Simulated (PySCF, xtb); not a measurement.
H₄O₄Ti, SMILES [OH][Ti]([OH])([OH])[OH], multiplicity 1. One conformer was computed; it need not be the lowest.

Harmonic wavenumbers (cm⁻¹) from GFN2-xTB in xtb 6.7.1 at its own minimum, in rising order: 111, 112, 127, 129, 151, 168, 169, 224, 277, 369, 370, 371, 392, 544, 627, 639, 639, 3589, 3591, 3591, 3594.

Q: What does PBE0-D3(BJ)/def2-SVP (PySCF) give at its own minimum? (Estimate from the structure and the level; the computed values follow.)

A: 159, 172, 172, 182, 225, 231, 261, 261, 309, 464, 464, 477, 486, 737, 791, 812, 812, 3941, 3941, 3941, 3950. Paired by order, the mean absolute difference is 143 cm⁻¹ and the zero-point energies are 28.3 and 32.6 kcal/mol.
